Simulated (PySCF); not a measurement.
Ni²⁺ (nickel, charge +2) across methods

[Ar] 3d7 4s1, high-spin 5F determinant (an excited configuration). All numbers are calculated (PySCF 2.14, the non-relativistic Hamiltonian (point nucleus), in aug-cc-pVDZ (7s6p4d2f, 59 functions)).

```json
{"method": "revPBE", "E (hartree)": "-1506.965", "mean ε 3d α (eV)": "-36.888", "mean ε 3d β (eV)": "-33.952", "mean ε 4s α (eV)": "-24.295", "Σ⟨r²⟩ (bohr²)": "19.33", "⟨S²⟩": "6.000"}
{"method": "UHF", "E (hartree)": "-1505.81757", "mean ε 3d α (eV)": "-48.740", "mean ε 3d β (eV)": "-44.557", "mean ε 4s α (eV)": "-27.354", "Σ⟨r²⟩ (bohr²)": "19.47", "⟨S²⟩": "6.002"}
{"method": "LDA", "E (hartree)": "-1504.348", "mean ε 3d α (eV)": "-37.212", "mean ε 3d β (eV)": "-33.976", "mean ε 4s α (eV)": "-24.703", "Σ⟨r²⟩ (bohr²)": "19.30", "⟨S²⟩": "6.000"}
{"method": "r2SCAN", "E (hartree)": "-1507.064", "mean ε 3d α (eV)": "-37.618", "mean ε 3d β (eV)": "-34.534", "mean ε 4s α (eV)": "-24.734", "Σ⟨r²⟩ (bohr²)": "19.28", "⟨S²⟩": "6.001"}
{"method": "M06", "E (hartree)": "-1506.985", "mean ε 3d α (eV)": "-40.299", "mean ε 3d β (eV)": "-36.453", "mean ε 4s α (eV)": "-25.501", "Σ⟨r²⟩ (bohr²)": "19.24", "⟨S²⟩": "6.002"}
{"method": "PBE", "E (hartree)": "-1506.810", "mean ε 3d α (eV)": "-36.944", "mean ε 3d β (eV)": "-33.994", "mean ε 4s α (eV)": "-24.402", "Σ⟨r²⟩ (bohr²)": "19.33", "⟨S²⟩": "6.000"}
{"method": "LC-wPBE", "E (hartree)": "-1506.859", "mean ε 3d α (eV)": "-42.370", "mean ε 3d β (eV)": "-39.417", "mean ε 4s α (eV)": "-27.935", "Σ⟨r²⟩ (bohr²)": "19.31", "⟨S²⟩": "6.000"}
{"method": "PBE0", "E (hartree)": "-1506.855", "mean ε 3d α (eV)": "-40.126", "mean ε 3d β (eV)": "-36.914", "mean ε 4s α (eV)": "-25.272", "Σ⟨r²⟩ (bohr²)": "19.31", "⟨S²⟩": "6.001"}
{"method": "B97-3", "E (hartree)": "-1506.933", "mean ε 3d α (eV)": "-40.264", "mean ε 3d β (eV)": "-37.160", "mean ε 4s α (eV)": "-25.097", "Σ⟨r²⟩ (bohr²)": "19.30", "⟨S²⟩": "6.001"}
```
